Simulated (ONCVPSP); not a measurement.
# Configuration tests for Zn (ONCV)

zinc (Zn), optimised norm-conserving Vanderbilt (ONCV), made with ONCVPSP 4.0.1 (PBEsol, fully relativistic). Core [Ne], reference 3s2 3p6 3d10 4s2. Waves: 3s+4s: rc 0.95 bohr, ncon 3, nbas 8, qcut 12.6 1/bohr, 2 projectors; 3p: rc 1.05 bohr, ncon 3, nbas 7, qcut 16.6 1/bohr, 1 projector; 3d: rc 1.45 bohr, ncon 3, nbas 8, qcut 9.5 1/bohr, 2 projectors, debl 0.8 Ha; f scattering state at 0.39 Ha: rc 1.25 bohr, ncon 4, nbas 8, qcut 10.4 1/bohr, 3 projectors, debl 1.6 Ha. Local part: polynomial inside 0.85 bohr (lpopt 4, dvloc0 0 Ha). Core correction: polynomial model core, fcfact 0.5.

Open shells are filled in proportion to 2j + 1.

Energies are relative to the spin-unpolarised reference configuration 3s2 3p6 3d10 4s2; without spin polarisation the order of configurations can differ from experiment.

```
valence configuration  charge  ΔE all-electron (eV)  error AE − PS (meV)
     3s2 3p6 3d10 4s1      +1                 9.901                 +4.1
      3s2 3p6 3d9 4s0      +3                68.759                  +53
 3s2 3p6 3d10 4s1 4p1       0                 5.126                 +7.2
```

**Question.** What are ΔE and the potential's error for 3s2 3p6 3d10 4s0?

**Answer.** ΔE = 28.250 eV all-electron; the error (AE − PS) is +20 meV.

Levels in the configuration 3s2 3p6 3d10 4s1:

```tsv
level	all-electron (eV)	pseudo (eV)
3s j=1/2	-138.557	-138.575
3p j=3/2	-91.918	-91.930
3p j=1/2	-94.980	-94.994
3d j=5/2	-19.648	-19.683
3d j=3/2	-20.007	-20.043
4s j=1/2	-13.984	-13.976
```
